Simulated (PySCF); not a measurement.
Gas-phase reaction: 2 SnF2 + 2 Cl → SnF4 + SnCl2

Energies from PySCF (xtb for GFN2), thermal terms from the rigid-rotor harmonic-oscillator model, ideal gas at 1 bar. † marks an energy on the PBE0/def2-TZVP geometry and frequencies; other levels use their own. MP2 and CCSD(T) freeze the core. Open shells (unrestricted): Cl (multiplicity 2); the rest are closed-shell singlets. GFN2 has no spin-polarisation term. Spin-orbit splitting is ignored; it lowers the true energy and changes the entropy of Cl. Sn: scalar-relativistic def2 core potential, no spin-orbit coupling. MP2 isn't extrapolated to the basis-set limit. CCSD(T) isn't extrapolated to the basis-set limit.

```
level                ΔH°(298 K), kJ
-------------------  --------------
CCSD(T)/def2-TZVPP†      (withheld)
GFN2-xTB                       -200
M06-2X/def2-TZVP†        (withheld)
MP2/def2-SVP†                  -468
PBE/def2-SVP             (withheld)
PBE0/def2-QZVP†                -474
```

Question: Fill in the missing entries.

Answer: 
- CCSD(T)/def2-TZVPP†, ΔH°(298 K), kJ: -462
- M06-2X/def2-TZVP†, ΔH°(298 K), kJ: -503
- PBE/def2-SVP, ΔH°(298 K), kJ: -472
